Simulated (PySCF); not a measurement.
**Stretching CdSn**

Set-up: basis Cd def2-SVP with ECP28, Sn def2-SVP with ECP28; scalar-relativistic core potentials; PySCF 2.14. Energies in eV from Cd + Sn in their ground configurations at the same level. State: ³Σ⁻ (triplet), unpaired electrons π ↑↑.

All columns are PBE0. A positive dipole means Cd(−)Sn(+).

| R (Å) | E (eV) | μ (D) | Mulliken charge on Cd (basis-dependent) | HOMO (eV) | LUMO (eV) | Mayer bond order | ⟨S²⟩ |
| --- | --- | --- | --- | --- | --- | --- | --- |
| 2.444 | -0.166 | -2.10 | 0.13 | -5.02 | -2.63 | 1.43 | 2.01 |
| 2.558 | -0.426 | -2.16 | 0.14 | -4.94 | -2.71 | 1.30 | 2.01 |
| 2.671 | -0.558 | -2.20 | 0.14 | -4.87 | -2.77 | 1.17 | 2.01 |
| 2.757 | -0.600 | -2.22 | 0.14 | -4.84 | -2.82 | 1.08 | 2.01 |
| 2.842 | -0.611 | -2.22 | 0.14 | -4.80 | -2.85 | 0.99 | 2.01 |
| 2.927 | -0.599 | -2.22 | 0.14 | -4.78 | -2.89 | 0.90 | 2.01 |
| 3.041 | -0.561 | -2.19 | 0.14 | -4.75 | -2.93 | 0.79 | 2.01 |
| 3.183 | -0.495 | -2.12 | 0.13 | -4.74 | -2.97 | 0.67 | 2.01 |
| 3.354 | -0.408 | -1.99 | 0.12 | -4.74 | -3.01 | 0.53 | 2.01 |
| 3.581 | -0.300 | -1.76 | 0.09 | -4.76 | -3.05 | 0.39 | 2.01 |

A fit through these points gives, at Re = 2.834 Å, μ = -2.22 D and dμ/dR = -0.00204 D/Å; the reduced mass is 58.41 u.

Task: How strong is the fundamental in the double-harmonic approximation, I = 42.26·(dμ/dR)²/μred km/mol?

Result: I = 42.26·(-0.00204)²/58.41 = 3.01e-06 km/mol at PBE0.

These are scalar-relativistic numbers at best; spin–orbit coupling would shift them, the dissociation energy most. The state was picked by a PBE0 search and need not be the measured ground state.
